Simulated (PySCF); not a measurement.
From one molecule to another.

First species: C₅H₁₄OP₂.
SMILES: `O=[P@@](CCP)(CC)C`

Second species: C5H14OP2.
InChI=1S/C5H14OP2/c1-5-8(4,6)7(2)3/h5H2,1-4H3/t8-/m0/s1

Levels: PBE0/pcSseg-1 for dipole moment, HOMO energy, LUMO energy and HOMO–LUMO gap; GFN2-xTB for rotational constant A and rotational constant C. Geometries: GFN2-xTB. Each species is one conformer at its optimised geometry, gas phase, non-relativistic unless stated; the electronic structure was computed with PySCF and density fitting.

The conformers computed, where there is a choice (atom-mapped SMILES and torsion angles):
- `[CH3:1][CH2:2][P@@:3]([CH3:4])(=[O:5])[CH2:6][CH2:7][PH2:8]`: C1–C2–P3–C4 -68°, C2–P3–C6–C7 -77°, P3–C6–C7–P8 -173°, H–P8–C7–C6 167°, H–P8–C7–C6 75°
- `[CH3:1][CH2:2][P@@:3]([CH3:4])(=[O:5])[P:6]([CH3:7])[CH3:8]`: C1–C2–P3–C4 66°, C2–P3–P6–C7 -71°

**Question.** Which has the higher HOMO energy?

**Answer.** The second: -6.66 eV against -7.29 eV, a difference of 0.63 eV.

**Question.** Which of the two has the higher rotational constant C, and by how much?

**Answer.** The second: 0.995 GHz against 0.592 GHz, a difference of 0.403 GHz.

**Question.** Which has the higher dipole moment?

**Answer.** The first: 2.94 D against 2.62 D, a difference of 0.32 D.

**Question.** Which has the higher LUMO energy?

**Answer.** The second: 0.59 eV against 0.50 eV, a difference of 0.09 eV.

**Question.** Which of the two has the higher rotational constant A, and by how much?

**Answer.** The first: 2.633 GHz against 1.733 GHz, a difference of 0.900 GHz.

**Question.** Which has the higher HOMO–LUMO gap?

**Answer.** The first: 7.79 eV against 7.25 eV, a difference of 0.54 eV.

On the first: In atomic units the dipole is 1.16 e·bohr (1 au = 2.5417 D). A dipole of 2.94 D is allowed in C1, and pure rotational transitions are dipole-allowed.

On the second: The dipole matches unit charges of opposite sign 0.55 Å apart (1 e·Å = 4.8032 D).
